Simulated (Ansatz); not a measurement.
CH9NO2Si2 (`CO[SiH](N)O[SiH3]`), charge 0, multiplicity 1.

Problem. Give a relaxed structure at PBE0-D4/def2-TZVP (Ansatz 0.2.0). (Best estimate.)

Solution. Ansatz gave: 
Z-matrix (Å, degrees):
```
C
O 1 1.411
H 1 1.095 2 110.8
H 1 1.095 2 111.6 3 -121.2
H 1 1.092 2 108.4 3 118.9
Si 2 1.632 1 124.5 3 82.2
O 6 1.634 2 112.8 1 -65.0
N 6 1.702 2 111.2 1 51.6
H 6 1.478 2 103.1 1 176.8
Si 7 1.634 6 142.9 2 -45.0
H 8 1.006 6 120.2 2 -143.4
H 8 1.006 6 122.0 2 65.1
H 10 1.487 7 110.3 6 68.2
H 10 1.484 7 108.2 6 -172.3
H 10 1.487 7 110.8 6 -52.5
```
This is one stationary point; other conformers may exist.
